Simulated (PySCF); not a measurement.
Isomers of C6H8FN.

All values: wB97X-D/def2-SVPD (PySCF) at GFN2-xTB geometries, gas phase, one conformer each. Core orbitals are frozen in the response; Δα² is half the sum of the squared differences of the principal polarisabilities.

Task: Rank by HOMO–LUMO gap, highest first.
A. `[CH3:1][C@@H:2]1[CH2:3][C@@H:4]([C:5]#[N:6])[C@H:7]1[F:8]` with C1–C2–C3–C4 -134°, C2–C3–C4–C5 -102°, C3–C4–C7–F8 -132°, C1–C2–C7–C4 134°
B. `[CH2:1]=[C:2]=[CH:3]/[C:4](=[CH:5]\[F:6])[CH2:7][NH2:8]` with C2–C3–C4–C5 179°, C3–C4–C7–N8 180°, C4–C7–N8–H 60° and -61°
C. `[N:1]#[C:2][C@@H:3]1[CH2:4][CH2:5][CH2:6][C@@H:7]1[F:8]` with C2–C3–C4–C5 -165°, C3–C4–C5–C6 39°, C4–C5–C6–C7 -20°, C5–C6–C7–F8 113°
D. `[CH3:1][C@@H:2]1[CH2:3][CH2:4][C@@:5]1([F:6])[C:7]#[N:8]` with C1–C2–C3–C4 -106°, C2–C3–C4–C5 -10°, C3–C4–C5–F6 127°, C1–C2–C5–C4 107°

Result: C (12.97 eV), A (12.71 eV), D (12.47 eV), B (9.45 eV).

All values together:

```
                     SMILES  μ (D)  HOMO (eV)  LUMO (eV)  α (Å³)  Δα (Å³)
      N#C[C@@H]1CCC[C@@H]1F   5.51     -11.07       1.90   10.47     3.52
     C[C@@H]1CC[C@@]1(F)C#N   4.12     -10.92       1.55   10.53     2.63
C[C@@H]1C[C@@H](C#N)[C@H]1F   5.34     -10.82       1.89   10.56     3.49
            C=C=C/C(=C\F)CN   0.56      -8.48       0.97   13.01    10.18
```

Conformers: `[N:1]#[C:2][C@@H:3]1[CH2:4][CH2:5][CH2:6][C@@H:7]1[F:8]` with C2–C3–C4–C5 -165°, C3–C4–C5–C6 39°, C4–C5–C6–C7 -20°, C5–C6–C7–F8 113°; `[CH3:1][C@@H:2]1[CH2:3][CH2:4][C@@:5]1([F:6])[C:7]#[N:8]` with C1–C2–C3–C4 -106°, C2–C3–C4–C5 -10°, C3–C4–C5–F6 127°, C1–C2–C5–C4 107°; `[CH3:1][C@@H:2]1[CH2:3][C@@H:4]([C:5]#[N:6])[C@H:7]1[F:8]` with C1–C2–C3–C4 -134°, C2–C3–C4–C5 -102°, C3–C4–C7–F8 -132°, C1–C2–C7–C4 134°; `[CH2:1]=[C:2]=[CH:3]/[C:4](=[CH:5]\[F:6])[CH2:7][NH2:8]` with C2–C3–C4–C5 179°, C3–C4–C7–N8 180°, C4–C7–N8–H 60° and -61°.
